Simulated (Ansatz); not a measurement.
The O4–H5 bond of AlFH2O (SMILES [OH][AlH][F]) is stretched (multiplicity 1, the rest rigid).
Geometry at rest (charge 0, multiplicity 1):
| atom | x (Å) | y (Å) | z (Å) |
|---|---|---|---|
| Al | -0.2244 | -0.3699 | 0.1214 |
| H | -1.0285 | -1.6418 | 0.5186 |
| F | 1.2464 | -0.0753 | 0.8183 |
| O | -0.8547 | 0.7027 | -1.0173 |
| H | -0.4341 | 1.5074 | -1.3228 |

Cores are frozen in the correlated methods.

The values were computed with Ansatz (a first-principles code) with Gaussian orbitals. 

FIC-MRCISD+Q on CASSCF(4,3)/cc-pV(T+d)Z, total energies (hartree):

```tsv
R (Å)	CASSCF	MRCISD	weight c² of the reference
0.958	-417.622386	-418.135959	0.90533
1.677	-417.496001	-417.996720	0.90432
3.066	-417.449685	-417.937977	0.90770
```

Task: Add the Davidson correction (E_MRCISD − E_CASSCF)(1 − c²)/c² and give the energies above the first point at the three levels.

Result: 
Corrections (hartree): -0.053701, -0.052981, -0.049654. Above the first point (kcal/mol):
- R = 1.677 Å: CASSCF 79.3, MRCISD 87.4, with the correction 87.8
- R = 3.066 Å: CASSCF 108.4, MRCISD 124.2, with the correction 126.8

Doubts at one or more of the structures used: active orbitals that take no part (FIC-MRCISD+Q on CASSCF(4,3)/cc-pV(T+d)Z).
